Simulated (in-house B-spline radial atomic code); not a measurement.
**Re³⁺: [Xe] 4f14 5d4 (with a hole in an inner shell)**

All numbers are computed (Dirac-Kohn-Sham LDA VWN5, spherical fractional occupations; Fermi nucleus of rms radius 5.3698 fm) with a B-spline radial code for spherical atoms, not measured.

Screening seen three ways: the hydrogenic charge with the same mean radius, Z_r = [3n² - l(l+1)]/(2<r>), the one with the same energy, Z_e = n√(-2ε), and Slater's rules. Values are occupation-weighted means over j. An effective charge above Z reflects the relativistic contraction of the inner shells.

```
shell  electrons   ε (eV)  <r> (bohr)    Z_r    Z_e  Slater
   1s          2   -71503     0.01805  83.09  72.49   74.70
   2s          2   -12416     0.07564  79.32  60.42   70.85
   2p          6   -10930     0.06786  73.68  56.69   70.85
   3s          2  -2896.9      0.1971  68.49  43.78   63.75
   3p          6  -2452.1       0.197  63.44  40.27   63.75
   3d         10  -1907.1      0.1793  58.56  35.52   53.85
   4s          2  -627.63      0.4408  54.45  27.17   47.25
   4p          6  -480.05      0.4676  49.19  23.76   47.25
   4d         10  -284.68      0.5005  41.96  18.30   35.85
   5s          2  -115.12       1.033  36.30  14.54   17.35
   5p          6   -77.43       1.194  30.58  11.93   17.35
   4f         14  -72.512      0.5802  31.03   9.23   24.45
   5d          4  -33.368        1.68  20.53   7.83    5.95
```

The least bound orbital is 5d5/2 at -32.92 eV, and it is also the most diffuse (<r> = 1.698 bohr).

Spin-orbit splittings of the orbital energies (j = l + 1/2 above j = l - 1/2 when positive): 2p 1438 eV, 3p 312.2 eV, 3d 67.84 eV, 4p 73.08 eV, 4d 13.51 eV, 5p 11.27 eV, 4f 2.519 eV, 5d 1.118 eV.

For the 1s electron the small component carries 8.01 % of the norm, the zero-frequency Breit interaction raises the level by 254.2 eV, self-energy by 159.5 eV, and vacuum polarisation lowers it by 30.62 eV.
